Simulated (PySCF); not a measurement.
Identify the unknown among the candidates.

- Polarisability: 78.2 au [CAM-B3LYP/def2-SVPD]
- Dipole: 5.34 D [CAM-B3LYP/def2-SVPD]
- UV, strongest line: among the 8 lowest singlet transitions: S8 at 7.10 eV (175 nm, f = 0.400) [TDDFT CAM-B3LYP/def2-SVPD]
- Rotational structure: rotational constants A, B, C: 2.991, 1.637, 1.065 GHz [GFN2-xTB]
- 13C NMR: chemical shifts (computed TMS as zero) by class: 171.2 (1 C), 153.5 (1 C), 135.7 (1 C), 18.3 (1 C) ppm [GIAO PBE0/pcSseg-1]
- NMR, other nuclei: isotropic shieldings of nuclei other than C and H, by class: -259 (1 N), -165 (1 N), -160 (1 N), 676 (1 Cl) ppm [GIAO PBE0/pcSseg-1]
- 1H NMR: chemical shifts (computed TMS as zero) by class: 8.99 (1 H), 2.39 (3 H) ppm [GIAO PBE0/pcSseg-1]

Electronic properties: PySCF, gas phase, density fitting. Levels stand in brackets. Isolated species at its GFN2-xTB geometry, gas phase. NMR values are class means; diastereotopic atoms form classes of their own.

**Question.** Which candidate is it?
A. `Cn1cnc(Cl)c1`
B. `Clc1ccnnn1`
C. `C=Cn1nncc1Cl`
D. `Cc1cnnnc1Cl`

**Answer.** D. It is `Cc1cnnnc1Cl`. Numbering: `[CH3:1][c:2]1[cH:3][n:4][n:5][n:6][c:7]1[Cl:8]`. Its formula, C4H4ClN3, gives 4 degrees of unsaturation: 1 ring and 3 π bonds in the structure found (Kekulé form). 4 carbons fall into 4 classes; from least to most shielded: aromatic C–Cl carbon [C7] (171.2 ppm), aromatic CH next to a ring nitrogen [C3] (153.5 ppm), substituted aromatic carbon [C2] (135.7 ppm), benzylic-type carbon [C1] (18.3 ppm). Hydrogen classes from least to most shielded: 1 H on an aromatic CH next to a ring nitrogen, C3 (8.99 ppm), 3 H on a benzylic-type carbon, C1 (2.39 ppm). The other shieldings belong to: -259 ppm, pyridine-type nitrogen [N5]; -165 ppm, pyridine-type nitrogen [N4]; -160 ppm, pyridine-type nitrogen [N6]; 676 ppm, aryl chlorine [Cl8]. The optimised geometry has point group Cs and is an asymmetric top.

The others, at the same levels:
- `C=Cn1nncc1Cl` fails: its computed 13C shifts are 136.9 (1 C), 135.3 (1 C), 131.1 (1 C), 112.8 (1 C) ppm, 1H shifts are 7.62 (1 H), 7.31 (1 H), 6.97 (1 H), 5.55 (1 H) ppm and strongest line among the 8 lowest singlet transitions is S3 at 5.92 eV (209 nm, f = 0.288) (against S8 at 7.10 eV).
- `Cn1cnc(Cl)c1` fails: it has 5 hydrogens where the 1H data count 4; its computed 13C shifts are 144.2 (1 C), 137.8 (1 C), 120.1 (1 C), 34.0 (1 C) ppm, 1H shifts are 6.94 (1 H), 6.75 (1 H), 3.69 (3 H) ppm and rotational constant A is 7.235 GHz (against 2.991 GHz).
- `Clc1ccnnn1` fails: it has 2 hydrogens where the 1H data count 4; its computed 13C shifts are 170.9 (1 C), 153.0 (1 C), 125.3 (1 C) ppm, 1H shifts are 9.07 (1 H), 7.31 (1 H) ppm and rotational constant A is 6.428 GHz (against 2.991 GHz).

Each candidate is one conformer, not necessarily the lowest. The conformers computed, where there is a choice (atom-mapped SMILES and torsion angles):
- `[CH2:1]=[CH:2][n:3]1[n:4][n:5][cH:6][c:7]1[Cl:8]`: C1–C2–N3–N4 0°
